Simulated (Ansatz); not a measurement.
Ansatz results at the PBE0-D4/def2-TZVP geometry: HOMO–LUMO gap (B3LYP/def2-TZVPP) 5.62 eV; HOMO energy (ωB97M-V/def2-TZVPP) -8.95 eV; HOMO energy (B3LYP/def2-TZVPP) -6.49 eV.

Each molecule was computed in one conformer, which needn't be the lowest.

(1) Which molecule gave them?
A. `O=C=[N][Hf]([N]=C=O)([N]=C=O)[N]=C=O`
B. `[NH2][Hf]([OH])([OH])[F]`
C. `CC[N](C)[Hf]([Cl])([Cl])[N](C)CC`
D. `[CH3][Hf]([CH3])([CH3])[CH3]`

Results:

(1) C. The others give `[NH2][Hf]([OH])([OH])[F]`: 6.54, -9.61, -6.98; `[CH3][Hf]([CH3])([CH3])[CH3]`: 6.60, -9.68, -7.14; `O=C=[N][Hf]([N]=C=O)([N]=C=O)[N]=C=O`: 6.47, -11.23, -8.81.

B3LYP here is the variant with VWN-RPA as its local correlation; programs differ in this.
